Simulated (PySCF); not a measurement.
C₆ coefficients of unlike pairs at BP86

Calculated with PySCF 2.14 from the dipole response of each species, C₆(A,B) = (3/π) ∫ α_A(iu) α_B(iu) du, in atomic units, from isotropic polarisabilities. For ions this is the dispersion term alone; charge-induced terms of lower order in 1/R come first.

```tsv
species	configuration	basis	relativity	α (bohr³)	C₆ (like pair)
Zr³⁺	[Kr] 4d1 (2D)	aug-cc-pVTZ-PP with one added diffuse shell each of s, p, d, f, g type with ECP28MDF (7s7p6d4f3g)	core potential	5.785	23.47
Xe²⁺	[Kr] 4d10 5s2 5p4 (3P)	x2c-QZVPPall with one added diffuse shell each of s, p, d, f type (14s10p8d5f1g)	spin-free X2C	12.82	92.40
Be⁺	[He] 2s1 (2S)	aug-cc-pVQZ-DK (6s5p4d3f2g)	spin-free X2C	22.05	59.55
Rb	[Kr] 5s1 (2S)	x2c-QZVPPall with one added diffuse shell each of s, p, d, f, g type (14s9p8d4f3g)	spin-free X2C	311.9	4541
```

Question: Estimate C₆ for Rb with Zr³⁺.

Answer: The integral gives 179.1. The combination rule 2 C_A C_B / (C_A α_B/α_A + C_B α_A/α_B) gives 158.0 and the geometric mean 326.5.

No spin-orbit coupling is included.

The other pairs:

| pair | C₆ |
| --- | --- |
| Xe²⁺, Zr³⁺ | 46.10 |
| Be⁺, Xe²⁺ | 58.05 |
| Rb, Be⁺ | 473.6 |
| Rb, Xe²⁺ | 387.0 |
| Be⁺, Zr³⁺ | 26.96 |
